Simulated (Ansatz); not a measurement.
Reaction (formal exchange of groups at the Si–Cl bond): `NB[SiH2]Cl` + `C=C` → `C=C[SiH2]BN` + HCl

Calculated with Ansatz (gas phase, PBE0-D4/def2-TZVP geometries, no zero-point term in ΔE). CCSD(T)/CBS adds triple-zeta CCSD(T) − MP2 to the extrapolated MP2 energy (def2 sets, frozen cores). This one scheme is used for every species. DFT in def2-TZVPP. B3LYP here is the variant with VWN-RPA as its local correlation; programs differ in this. One conformer a species, not always the lowest.

| level | ΔE (eV) |
| --- | --- |
| r2SCAN-D4 | 1.02 |
| B3LYP | 1.06 |
| HF/def2-TZVPP | 1.17 |
| HF/def2-QZVPP | 1.17 |

**Question.** What does CCSD(T)/CBS give? (Estimate.)

**Answer.** Computed: +1.01 eV. The listed levels differ from it by 0.01, 0.05, 0.16, 0.16 eV.

Largest T1 diagnostic among the species: 0.013.

In def2-TZVPP, CCSD(T) changes the Hartree–Fock value by −0.20 eV (the triples alone add −0.02 eV) and MP2 by −0.17 eV. The D4 term adds −0.04 eV with B3LYP and −0.02 eV with PBE0; it sums over pairs of atoms, weighted by their polarisabilities, and B3LYP, whose exchange is more repulsive, gets the larger term.
